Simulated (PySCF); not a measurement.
These compounds are isomers of formula C$_{7}$H$_{12}$NP.

A. `CCc1cpcn1CC`
B. SMILES N#CCP1CCCCC1
C. `CC#C/P=C(\C)N(C)C`

Spectrum 1. ¹H NMR (400 MHz, computed): δ 3.01 (s, 6H), 2.83 (m, 3H), 2.25 (s, 3H). ¹³C{¹H} NMR (computed): δ 211.7 (C), 114.2 (C), 87.8 (C), 43.4 (CH3), 26.3 (CH3), 7.0 (CH3).

Spectrum 2. ¹H NMR (400 MHz, computed): δ 2.27 (m, 2H), 1.85 (m, 4H), 1.82 (m, 4H), 1.51 (m, 2H). ¹³C{¹H} NMR (computed): δ 121.2 (C), 31.0 (CH2), 28.1 (CH2), 27.8 (CH2), 16.2 (CH2).

Spectrum 3. ¹H NMR (400 MHz, computed): δ 7.84 (m, 1H), 7.02 (m, 1H), 4.04 (q, 2H), 2.77 (q, 2H), 1.36 (t, 3H), 1.21 (t, 3H). ¹³C{¹H} NMR (computed): δ 158.5 (CH), 146.3 (C), 134.1 (CH), 47.7 (CH2), 26.7 (CH2), 20.5 (CH3), 19.5 (CH3).

No solvent, non-relativistic, averaged over atoms made equivalent by symmetry, fast rotation or ring inversion, single conformer. GFN2-xTB geometry; shieldings: GIAO PBE0/pcSseg-1; PySCF.

Chemical shifts δ = σref − σ; TMS for ¹H (σref 31.72) and ¹³C (σref 186.93), all at this level. Splittings of carbon signals by F and P are missing where no couplings were computed. Where no couplings were computed, multiplicities follow the n + 1 count of equivalent neighbours, and m marks all less simple cases (inequivalent or close neighbours, rings, F or P nearby). Shifts are as computed. Against solution values, carbons near 30 ppm lie about +3 ppm off and those near 130 ppm about +5 ppm. Of 1211 compounds with measured shifts, 218 miss one by over three times the rms of a fit or turn the order of signals round; such compounds aren't used in these exercises.

Match each spectrum to its structure.

## Answers

1–C, 2–B, 3–A.

- Spectrum 1 (C): 6 ¹³C signals; δC 87.8 is an alkyne carbon; δC 43.4 is a methyl carbon bonded to N.
- Spectrum 2 (B): 5 ¹³C signals; δC 121.2 is a nitrile carbon; δC 31.0 is an sp3 CH2 in a ring.
- Spectrum 3 (A): 7 ¹³C signals; δC 158.5 is an aromatic CH next to a ring nitrogen; δC 134.1 is an aromatic CH.
